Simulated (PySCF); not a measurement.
Molfile (atoms numbered from 1):
```
C6H13BO2
     RDKit          3D

 22 21  0  0  0  0  0  0  0  0999 V2000
    3.8070   -0.2530    0.2468 C   0  0  0  0  0  0  0  0  0  0  0  0
    2.5154    0.4444   -0.0278 C   0  0  0  0  0  0  0  0  0  0  0  0
    1.3598    0.2017    0.5981 C   0  0  0  0  0  0  0  0  0  0  0  0
    0.0585    0.8773    0.3155 C   0  0  0  0  0  0  0  0  0  0  0  0
   -1.1445   -0.1008   -0.0053 B   0  0  0  0  0  0  0  0  0  0  0  0
   -0.9847   -1.4296    0.2115 O   0  0  0  0  0  0  0  0  0  0  0  0
   -2.0060   -2.3656   -0.0176 C   0  0  0  0  0  0  0  0  0  0  0  0
   -2.3563    0.3340   -0.4603 O   0  0  0  0  0  0  0  0  0  0  0  0
   -2.6271    1.6779   -0.7385 C   0  0  0  0  0  0  0  0  0  0  0  0
    4.1999   -0.7460   -0.6585 H   0  0  0  0  0  0  0  0  0  0  0  0
    3.6923   -1.0205    1.0268 H   0  0  0  0  0  0  0  0  0  0  0  0
    4.5858    0.4552    0.5786 H   0  0  0  0  0  0  0  0  0  0  0  0
    2.5326    1.2133   -0.8130 H   0  0  0  0  0  0  0  0  0  0  0  0
    1.3383   -0.5765    1.3717 H   0  0  0  0  0  0  0  0  0  0  0  0
    0.1730    1.6214   -0.4918 H   0  0  0  0  0  0  0  0  0  0  0  0
   -0.2617    1.4670    1.2003 H   0  0  0  0  0  0  0  0  0  0  0  0
   -1.5555   -3.2872   -0.4158 H   0  0  0  0  0  0  0  0  0  0  0  0
   -2.7573   -1.9911   -0.7293 H   0  0  0  0  0  0  0  0  0  0  0  0
   -2.5164   -2.6138    0.9278 H   0  0  0  0  0  0  0  0  0  0  0  0
   -3.6789    1.7644   -1.0482 H   0  0  0  0  0  0  0  0  0  0  0  0
   -2.4757    2.3227    0.1443 H   0  0  0  0  0  0  0  0  0  0  0  0
   -1.9965    2.0658   -1.5570 H   0  0  0  0  0  0  0  0  0  0  0  0
  1  2  1  0
  2  3  2  0
  3  4  1  0
  4  5  1  0
  5  6  1  0
  6  7  1  0
  5  8  1  0
  8  9  1  0
  1 10  1  0
  1 11  1  0
  1 12  1  0
  2 13  1  0
  3 14  1  0
  4 15  1  0
  4 16  1  0
  7 17  1  0
  7 18  1  0
  7 19  1  0
  9 20  1  0
  9 21  1  0
  9 22  1  0
M  END
```

A single conformation, one averaged value for each set of equivalent atoms, non-relativistic, in vacuum. NMR shieldings at B3LYP/pcSseg-1/GIAO; geometry from PBE0-D3(BJ)/def2-SVP; PySCF.

Question: Predict the 2D correlation tables (HSQC, COSY, HMBC).

Answer: 

HSQC (one-bond C–H):
```
                            δH            δC
                    5.75 (H14)    137.6 (C3)
                    5.26 (H13)    130.9 (C2)
3.60 (H17/H18/H19/H20/H21/H22)  52.4 (C7/C9)
            1.71 (H10/H11/H12)     21.6 (C1)
                1.47 (H15/H16)     21.4 (C4)
```

COSY cross peaks (H two or three bonds apart, from the bond graph; peaks can be absent where the dihedral angle is near 90°):
```
        δH                  δH
5.75 (H14)          5.26 (H13)
5.75 (H14)      1.47 (H15/H16)
5.26 (H13)  1.71 (H10/H11/H12)
```

HMBC (two and three bonds, from the bond graph):
```
                δH                                δC
        5.75 (H14)  130.9 (C2), 21.6 (C1), 21.4 (C4)
        5.26 (H13)  137.6 (C3), 21.6 (C1), 21.4 (C4)
1.71 (H10/H11/H12)            137.6 (C3), 130.9 (C2)
    1.47 (H15/H16)            137.6 (C3), 130.9 (C2)
```

References, each an isolated molecule treated in the same way: 1H (31.38 ppm) and 13C (179.24 ppm) against TMS.

Short H···H contacts in this conformer between protons four or more bonds apart (candidates for NOE cross peaks, intensity ∝ r⁻⁶): H13···H15 2.42 Å, H11···H14 2.42 Å, H15···H22 2.46 Å.

A carbon bonded to boron is broadened by the quadrupolar boron nucleus and is often missing from a measured spectrum. Shifts are as computed. Against solution values, carbons near 30 ppm lie about +2 ppm off and those near 130 ppm about +6 ppm. Of 1211 compounds with measured shifts, 218 miss one by over three times the rms of a fit or turn the order of signals round; such compounds aren't used in these exercises.
